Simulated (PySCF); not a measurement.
**1,2,3-trifluorobenzene (F-1,3): calculation and literature**

Geometry (Å), atoms numbered from 1 in this order:
```xyz
12

F    -0.834    2.540    0.171
C    -0.451    1.270    0.082
C    -1.380    0.270   -0.131
C    -0.947   -1.044   -0.220
C     0.397   -1.359   -0.097
C     1.307   -0.343    0.116
F     2.604   -0.612    0.237
C     0.898    0.978    0.207
F     1.782    1.945    0.409
H    -2.425    0.537   -0.223
H    -1.668   -1.834   -0.387
H     0.755   -2.378   -0.163
```

PySCF 2.14 calculation with shielding tensors at B97-2/pcSseg-2 (GIAO) and geometry from PBE0-D3(BJ)/def2-TZVP; one conformer, fast rotation and ring inversion assumed for equivalent nuclei, in vacuum, relativity neglected.

Reference values: measured (G. Saielli, R. Bini, A. Bagno, Computational 19F NMR. 2. Organic compounds, RSC Adv. 2014, ESI (exp. from Berger-Braun-Kalinowski 1994 and Everett 1995)).
```tsv
atoms	quantity	reference	computed	computed, scaled
F1/F7	δ 19F vs CFCl3	-135.4	-137.2	-133.6
F9	δ 19F vs CFCl3	-161.8	-165.8	-160.4
```

Computed shifts are σ(ref) − σ with the named reference compound (TMS for H and C) calculated as an isolated molecule at the same level. The measured values may be among those fitted. Shieldings were converted by a linear fit to measured shifts: 19F: δ = 160.24 − 0.938σ +9.4 on sp3 carbon (rms 4.8 ppm, 130 shifts, 5.6 ppm with the 3 outliers that the fit left out vs CFCl3, solution or neat liquid). Occasional misses reach two or three times the rms, and more in compound classes unlike the fitted ones.

Question: How far are the unscaled 19F shifts from the references?

Answer: Mean signed difference -2.90 ppm, mean absolute 2.90 ppm over 2 comparisons; the largest is -4.0 ppm at F9 (aryl fluorine).
